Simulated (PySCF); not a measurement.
# Working out the ionisation energy of I

I [Kr] 4d10 5s2 5p5 (2P) → I+ [Kr] 4d10 5s2 5p4 (3P). All numbers are calculated (PySCF 2.14, scalar relativity through the core potential, in aug-cc-pwCVTZ-PP with ECP28MDF (8s7p6d4f1g, 96 functions)). Frozen: 4s2 4p6 4d10. Energies in hartree (1 hartree = 27.21139 eV):

```tsv
part	I (lower)	I+ (upper)
UHF	-294.662419	-294.311911
CCSD correlation	-0.138369	-0.109932
(T)	-0.004796	-0.003241
```

**Question.** What does Hartree-Fock give?

**Answer.** (-294.311911) − (-294.662419) = 0.350508 hartree = 9.538 eV.

**Question.** What do CCSD and CCSD(T) give?

**Answer.** The CCSD correlation energies differ by 0.028437 hartree = 0.774 eV and the triples by 0.001555 hartree = 0.042 eV, so CCSD gives 10.312 eV and CCSD(T) 10.354 eV.

Measured between the centres of the two terms (NIST): 10.519 eV, so CCSD(T) (valence) is off by -0.165 eV.

What remains against the reference includes basis incompleteness, the frozen core and higher excitations.
